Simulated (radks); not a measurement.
Problem. Valence configurations of neutral chlorine (all share [Ne]). All-electron calculation, scalar-relativistic Kohn-Sham, PBE, spin-polarised, spherical densities, finite nucleus; open shells are filled with parallel spins first; Fermi nuclear charge, rms radius 3.3654 fm. Program: a radial shooting solver on a logarithmic mesh with Libxc functionals. Order these by energy: 3s1.5 3p5.5; 3s2 3p5; 3s1 3p6.

Solution. From the lowest, in eV above it: 3s2 3p5 0.000; 3s1.5 3p5.5 6.028; 3s1 3p6 12.063. NIST lists [Ne] 3s2 3p5 as the ground configuration; this level of theory agrees among the configurations tried. The energies are those of spherical high-spin densities, not of single terms.
